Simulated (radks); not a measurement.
Spin polarisation of the 5d7 shell in the platinum ion Pt3+. Start: [Xe] 4f14 5d(up 3.5, down 3.5); electrons of 5d are moved from spin down to spin up, other shells keep equal spins. Calculated with a radial shooting solver on a logarithmic mesh with Libxc functionals: scalar-relativistic Kohn-Sham, PBEsol, spin-polarised, spherical densities, point nucleus.

moment (Bohr magnetons)  E - E(0) (eV)  e(5d up) (eV)  e(5d down) (eV)  5p down minus up (eV)  4f down minus up (eV)  5s down minus up (eV)
0                                0.000        -38.797          -38.797                  0.000                  0.000                  0.000
0.75                            -0.102        -39.059          -38.516                  0.476                  0.091                  0.386
1.5                             -0.408        -39.305          -38.215                  0.954                  0.182                  0.773
2.25                            -0.919        -39.534          -37.894                  1.434                  0.272                  1.161
3                               -1.638        -39.748          -37.550                  1.918                  0.363                  1.551

At moment 3 the spin-polarisation energy is -1.638 eV and the 5d exchange splitting 2.198 eV, that is 0.733 eV per Bohr magneton; E = -I m^2/4 would give I = 0.728 eV.
